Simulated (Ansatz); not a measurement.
`BC(=O)C=S`, charge 0, multiplicity 1.

Give a relaxed structure at PBE0-D4/def2-TZVP (Ansatz 0.2.0). (Estimate.)

The calculation gave: 
```xyz
8

B     0.953   -1.074   -0.008
C     0.075    0.185   -0.018
O     1.186    0.588    0.356
C    -1.154    0.934   -0.181
S    -1.907    1.572    1.087
H     0.934   -1.743    0.978
H     1.489   -1.390   -1.026
H    -1.578    0.928   -1.188
```
